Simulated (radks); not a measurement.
Spherical jellium clusters: N electrons in a uniform positive sphere of charge N and radius rs N^(1/3), rs = 5.51 bohr. Calculated with a radial shooting solver with Libxc functionals: non-relativistic Kohn-Sham, LDA (Slater exchange, Perdew-Wang correlation), spin-polarised, spherical densities. Levels are named by radial order and angular momentum (1s, 1p, 1d, 2s, ...), and open shells are averaged over m.

N = 22, configuration 1s2 1p6 1d10 2s2 1f(up 2, down 0). This is the lowest configuration that the search found. Occupied and some empty levels:

level,occupation,eigenvalue (eV),<r> (bohr)
1s up,1,-3.5192,10.12
1s down,1,-3.4597,9.906
1p up,3,-3.1787,11.39
1p down,3,-3.1032,11.31
1d up,5,-2.7009,12.31
1d down,5,-2.6174,12.28
2s up,1,-2.2891,9.312
2s down,1,-2.2560,9.421
1f up,2,-2.1113,13.09
1f down,0,-2.0250,13.11
2p up,0,-1.5760,11.32
2p down,0,-1.5382,11.35
1g up,0,-1.4313,13.86
1g down,0,-1.3465,13.91
2d up,0,-0.88597,13.55
2d down,0,-0.84505,13.62

Energy (eV): total -39.4754, kinetic 21.546, external -1019.7, Hartree 508.54, exchange-correlation -61.644, background 511.82.
